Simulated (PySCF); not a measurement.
## Excitation energy of Ar⁺ by level of theory

Ar⁺ [Ne] 3s2 3p5 (2P) → Ar⁺ [Ne] 3s1 3p5 3d1 (high-spin determinant), as a difference of total energies. Computed with PySCF 2.14 in dyall-acv3z, with the non-relativistic Hamiltonian (point nucleus). Correlated levels: valence: [Ne] frozen; virtual orbitals above 40 to 60 times the deepest correlated orbital energy dropped. The calculations carry no spin-orbit coupling.

```json
{"method": "UHF", "excitation energy (eV)": "32.796"}
{"method": "MP2 (valence)", "excitation energy (eV)": "32.054"}
{"method": "SCS-MP2 (valence)", "excitation energy (eV)": "31.963"}
{"method": "CCSD (valence)", "excitation energy (eV)": "30.816"}
{"method": "CCSD(T) (valence)", "excitation energy (eV)": "30.125"}
```

How much does correlation contribute at CCSD(T) (valence)?

30.125 − (32.796) = -2.671 eV, measured against UHF.

The upper state lies above the first ionisation limit, where it may autoionise and the basis confines it.

The promoted electron is Rydberg-like, and one or two diffuse shells describe it only roughly, which tends to raise the upper state.

The coupled-cluster amplitudes are large for the upper state (T1 above 0.03 or a double amplitude above 0.15), so a single reference is strained.

The determinant of the upper state mixes LS terms, which raises its energy above the lowest term, most at the Hartree-Fock and MP2 levels.
